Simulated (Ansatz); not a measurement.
Abridged output of a molecular run in Ansatz:

```
Functional definition: HF
2279 factors; integrals over basis functions are off by at most 1.3e-3 eV
mean field evaluation 1: about -86319.8468 eV, gradient 7.1e1 eV
mean field evaluation 2: about -86320.2100 eV, gradient 7.2e1 eV
mean field evaluation 4: about -86330.0965 eV, gradient 6.8e0 eV
mean field evaluation 8: about -86330.2429 eV, gradient 6.6e-1 eV
mean field -86330.24443945 eV, -3172.5779664085 hartree, gradient 1.9e-6 eV, S^2 0.000000; 0 other end points of the search recorded, 0 dependent functions left out
27 core orbitals not correlated: weight in the atoms' cores, before any rotation towards them, 1.000 or more for the frozen orbitals, at most 0.000 for the correlated occupied ones
reference -86330.24443945 eV, -3172.5779664085 hartree; 47, 47 occupied and 162, 162 virtual orbitals, 2279 factors
second order -68.30135748 eV of doubles, -0.00000000 eV of singles
cycle   1  -66.89714562 eV  change     1.4e0 eV  update   2.0e-1
cycle   2  -68.48370025 eV  change    -1.6e0 eV  update   6.3e-2
cycle   3  -68.85813055 eV  change   -3.7e-1 eV  update   3.3e-2
cycle   4  -68.84550791 eV  change    1.3e-2 eV  update   9.4e-3
cycle   5  -68.82572484 eV  change    2.0e-2 eV  update   4.8e-3
cycle   6  -68.82749550 eV  change   -1.8e-3 eV  update   1.5e-3
cycle   7  -68.82779574 eV  change   -3.0e-4 eV  update   6.4e-4
cycle   8  -68.82726905 eV  change    5.3e-4 eV  update   2.0e-4
cycle   9  -68.82729280 eV  change   -2.4e-5 eV  update   7.1e-5
cycle  10  -68.82743409 eV  change   -1.4e-4 eV  update   2.7e-5
cycle  11  -68.82738967 eV  change    4.4e-5 eV  update   1.0e-5
perturbative correction -1.85689508 eV, -0.0682396355 hartree
Total energy: -86400.92872420 eV, -3175.1755659615 hartree
```

Its atoms:

Z-matrix (Å, degrees):
```
C
F 1 1.331
F 1 1.330 2 108.2
F 1 1.330 2 108.2 3 117.4
C 1 1.539 2 112.4 3 -121.3
O 5 1.256 1 113.0 2 -179.7
C 5 1.391 1 118.9 2 0.3
Zn 6 1.943 5 124.0 1 -180.0
C 7 1.391 5 122.1 1 180.0
H 7 1.078 5 119.0 1 -0.0
Cl 8 2.104 6 133.2 5 180.0
O 8 1.943 6 93.6 5 -0.0
C 9 1.539 7 118.9 5 -180.0
F 13 1.331 9 112.4 7 -0.2
F 13 1.330 9 109.7 7 120.2
F 13 1.330 9 109.7 7 -120.6
```

(1) Which basis set was used?
A. def2-SVP
B. def2-SVPD
C. cc-pV(Q+d)Z
D. def2-TZVPP

(2) Write the keys of the input that set method, charge and spin (a neutral closed shell needs none for the last two).

Results:

(1) A. It gives 236 functions.

(2) 
```yaml
correlation: {method: ccsd_t, frozen_orbitals: {C: 1, Cl: 5, F: 1, H: 0, O: 1, Zn: 9}}
```
